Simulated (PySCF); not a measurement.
# Nuclear repulsion and electron count by hand

System: iminoborane (H2BN), singlet, at a GFN2-xTB geometry. Level: CCSD(T)/6-311G** (PySCF). Sums are taken with unrounded values, so a last digit can differ.

Coordinates (Å):

```
atom         x         y         z
----  --------  --------  --------
B1     0.69743   0.01759   0.01586
N2    -0.54199  -0.01076  -0.01044
H3     1.83680   0.04038   0.03791
H4    -1.53006  -0.05302  -0.04413
```

Q: Work out the nuclear repulsion energy and the numbers of alpha and beta electrons.

A: In atomic units each pair adds Z_i Z_j / r_ij, with r in bohr (1 bohr = 0.529177 Å).
| pair | r (Å) | r (bohr) | Z_i Z_j | term (Eh) |
|---|---|---|---|---|
| B1-N2 | 1.2400 | 2.3433 | 35 | 14.9362 |
| B1-H3 | 1.1398 | 2.1539 | 5 | 2.3213 |
| B1-H4 | 2.2294 | 4.2130 | 5 | 1.1868 |
| N2-H3 | 2.3798 | 4.4972 | 7 | 1.5565 |
| N2-H4 | 0.9895 | 1.8700 | 7 | 3.7434 |
| H3-H4 | 3.3692 | 6.3668 | 1 | 0.1571 |
The sum is 23.9013 Eh; PySCF gives 23.9013 Eh. The atomic numbers add up to 14, so at charge +0 there are 14 electrons; multiplicity 1 means 0 unpaired, so 7 alpha and 7 beta.
